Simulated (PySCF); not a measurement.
Compound: C8H12B (charge -1).
SMILES: `C=C[B-](C=C)(C=C)C=C`

Torsions of this conformer, `[CH2:1]=[CH:2][B-:3]([CH:4]=[CH2:5])([CH:6]=[CH2:7])[CH:8]=[CH2:9]`: C1–C2–B3–C4 -137°, C2–B3–C4–C5 136°, C2–B3–C6–C7 125°, C2–B3–C8–C9 130°.

The closed-shell ground state was solved at several levels (PySCF, density fitting, gas phase, non-relativistic). Isolated species at its PBE0-D3(BJ)/def2-SVP geometry (one conformer only). The geometry's basis has no diffuse functions, a weakness for an anion. No diffuse functions stand in pcSseg-1, which bears on an anion's orbital energies.

| level | basis functions | total energy (Eh) | HOMO (eV) | LUMO (eV) | gap (eV) |
| --- | --- | --- | --- | --- | --- |
| PBE0/pcSseg-1 | 213 | -336.4138 | -2.46 | 4.39 | 6.85 |
| B3LYP/def2-SVPD | 276 | -336.6702 | -2.37 | 3.94 | 6.31 |

Task: What might wB97X-D/pcSseg-1 (213 basis functions) give for the same quantities?

Result: Total energy -336.7232 Eh, HOMO -4.30 eV, LUMO 6.17 eV, gap 10.47 eV.

Task: Over all these levels, which gives the widest orbital gap and which the narrowest?

Result: wB97X-D/pcSseg-1 (range-separated hybrid) has the widest, 10.47 eV, and B3LYP/def2-SVPD (global hybrid, 20 % exact exchange) the narrowest, 6.31 eV. Functional and basis both differ between the two, so the spread mixes both effects.

wB97X-D is run here without its empirical dispersion term; that term would change no orbital, density or response property at a fixed geometry.
